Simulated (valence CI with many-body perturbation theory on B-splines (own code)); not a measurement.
# Sensitivity of CI+MBPT for Se+

Method: valence CI with perturbative core correlation (CI+MBPT): five valence electrons over a frozen Dirac-Fock core [Ar] 3d10, radial functions for each j: 6 s, 6 p, 5 d, 3 f, 1 g, with the one-electron correlation potential Σ1, the two-electron term Σ2, the three-electron term Σ3, Breit, model QED; selected CI, second order for the rest, scaled by the run's own slope (own B-spline code, finite nucleus).

Against 10 measured levels this calculation errs by 247 cm⁻¹ on average and by 374 at most. These come from a selection out of the NIST Handbook of Basic Atomic Spectroscopic Data. Levels without a partner in it may be off by more. Among the levels kept, up to 2900 cm⁻¹ of a level comes from second order outside the variational space, and about a tenth of that is noise between levels of different J, which matters for small intervals.

The reference run has the lowest level 4s2 4p3 4S°_3/2 and an ionisation energy of 21.1141 eV. Its largest variational space holds 9999 state functions.

Names give the largest LS component (configuration and term), which can be under half, so a name can repeat, a term be missing and a line seem to break the LS rules; names also repeat where a configuration has a term twice.

Changed runs:
A. screening of Σ1 on → off
B. highest l in the core sums 6 → 5
C. QED terms on → off
D. scale of Σ2 1 → 3 (bad on purpose)

Excitation energies of the reference run in cm⁻¹, and shifts in cm⁻¹:

| Level | Reference | A | B | C | D |
| --- | --- | --- | --- | --- | --- |
| 4s2 4p3 2D°_3/2 | 13327 | +4.9 | -2.7 | +1.2 | -433 |
| 4s2 4p3 2D°_5/2 | 13928 | +14 | -1.9 | -0.2 | -411 |
| 4s2 4p3 2P°_1/2 | 23230 | +15 | -2.5 | +0.4 | -509 |
| 4s2 4p3 2P°_3/2 | 24072 | +27 | -1.6 | -2.8 | -458 |
| 4s 4p4 4P_5/2 | 83526 | +272 | +43 | +100 | +2160 |
| 4s 4p4 4P_3/2 | 85224 | +281 | +45 | +96 | +2188 |
| 4s 4p4 4P_1/2 | 86064 | +287 | +46 | +94 | +2198 |
| 4s2 4p2 5s 4P_1/2 | 95042 | -51 | +40 | -33 | -2394 |
| 4s2 4p2 5s 4P_3/2 | 96520 | -46 | +40 | -37 | -2369 |
| 4s2 4p2 5s 4P_5/2 | 98416 | -48 | +26 | -41 | -2349 |
| 4s2 4p2 5s 2P_1/2 | 98712 | -29 | +41 | -34 | -2656 |
| 4s2 4p2 5s 2P_3/2 | 100053 | +83 | +39 | +1.3 | -2168 |
| Ionisation energy (eV) | 21.1141 | +0.0018 | +0.0071 | -0.0019 | -0.3171 |
